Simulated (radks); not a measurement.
All-electron atom: the praseodymium ion Pr2+ in [Xe] 4f3 (the NIST ground configuration). Method: scalar-relativistic Kohn-Sham, PBE, spin-polarised, spherical densities, point nucleus; open shells are filled with parallel spins first (spin-orbit coupling, left out, can overturn this in heavy ions); computed with a radial shooting solver on a logarithmic mesh with Libxc functionals.

Unscreened Slater integrals over Kohn-Sham orbitals (cm^-1). They are taken over the spin-up orbitals.

integral,value
"F0(4f,4f)",183570
"F2(4f,4f)",83383
"F4(4f,4f)",51580
"F6(4f,4f)",36904
"F0(4f,5p)",130930
"F2(4f,5p)",49713
"G2(4f,5p)",30740
"G4(4f,5p)",22773
"F0(4f,5s)",145860
"G3(4f,5s)",33243
"F0(4f,4d)",218070
"F2(4f,4d)",100160
"F4(4f,4d)",63014
"G1(4f,4d)",117670
"G3(4f,4d)",72846
"G5(4f,4d)",51223
"F0(5p,5p)",113350
"F2(5p,5p)",61154
"F0(5p,5s)",121220
"G1(5p,5s)",81071
"F0(5p,4d)",141860
"F2(5p,4d)",39882
"G1(5p,4d)",11284
"G3(5p,4d)",10930
"F0(5s,5s)",131520
"F0(5s,4d)",160960
"G2(5s,4d)",17612
"F0(4d,4d)",271700
"F2(4d,4d)",138230
"F4(4d,4d)",92385

Derived for the open shells (J is the average intra-shell exchange parameter used in DFT+U). 4f: F4/F2 = 0.619, F6/F2 = 0.443, J = (286 F2 + 195 F4 + 250 F6)/6435 = 6703 cm^-1.
